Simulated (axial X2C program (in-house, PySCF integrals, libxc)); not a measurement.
Nuclear properties of GaCN

Computed with an axial X2C code built on PySCF integrals: two-component X2C with atomic mean-field Coulomb and Gaunt terms, Gaussian nuclei, basis Ga dyall-v3z, C dyall-v3z, N dyall-av3z with contracted cores.

Ga–C–N held linear, with bonds 2.080 and 1.159 Å (near the PBE0 minimum at charge 0 of the determinant lowest at the starting distance; the state shown can have its own minimum elsewhere, held linear; other orders of the atoms were not compared).

Determinant lowest in the PBE0 search, Ω = 0 (closed shell), highest spinor 34% Ga s, 30% Ga p, 17% C p:

| level | qzz Ga (a.u.) | qzz C (a.u.) | qzz N (a.u.) | μ (D) |
| --- | --- | --- | --- | --- |
| PBE0 | -3.08 | -0.57 | -1.20 | -4.37 |
| HF | -3.05 | -0.66 | -1.36 | -4.46 |
| LDA | -3.15 | -0.56 | -1.17 | -4.30 |

qzz is the electric field gradient, eQq0 = 234.96 MHz × Q/barn × qzz; μ is positive if the N end (last atom) is positive. The operators were transformed with the bare-nucleus X2C matrices; with these basis sets, hyperfine constants and field gradients can be off by tens of per cent, and where levels differ in sign neither size nor sign is settled.

**Question.** With Q(69Ga) = 0.171 barn, Q(14N) = 0.02044 barn (Q from Pyykkö, Mol. Phys. 2018), turn the PBE0 values of the first state into constants in MHz.

**Answer.** eQq0(69Ga) = 234.96 × (0.171) × (-3.08) = -124 MHz; eQq0(14N) = 234.96 × (0.02044) × (-1.20) = -5.76 MHz.

The molecule was held linear; bending was not examined, so a bent shape may lie lower.

Each state is one determinant with collinear spin. The search compared states at one distance, so a state with another bond length can lie lower.
